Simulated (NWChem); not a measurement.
System: BiH$_{2}$F; SMILES [F][BiH2]

The following NWChem deck was run.

```
start job
memory heap 200 mb stack 900 mb global 1100 mb
geometry units angstroms noautoz
  Bi     0.028091     0.137515     0.000000
  H     -1.274710     0.275667    -1.277193
  H     -1.274710     0.275667     1.277193
  F      0.076366    -1.929728     0.000000
end
basis spherical
  Bi library def2-tzvp
  H library def2-tzvp
  F library def2-tzvp
end
ecp
  Bi library def2-ecp
end
dft
  xc pbe0
  iterations 150
  vectors input atomic output neutral.movecs
end
task dft energy
charge 1
dft
  odft
  mult 2
  vectors input atomic output cation.movecs
end
task dft energy
```

Structure relaxed at the PBE-D3(BJ)/def2-SVP level. def2 effective core potentials on Bi; no spin-orbit coupling.

Ions are spin-unrestricted doublets at the neutral geometry; other ion states weren't tried.

Q: Predict the main results of this run. (PBE0/def2-TZVP with def2 effective core potentials on Bi, vertical spin-unrestricted ions.) Quantities: vertical ionisation energy, ΔSCF (eV); −ε(HOMO) (eV).

A: 
- vertical ionisation energy, ΔSCF (eV): 10.44
- −ε(HOMO) (eV): 8.11
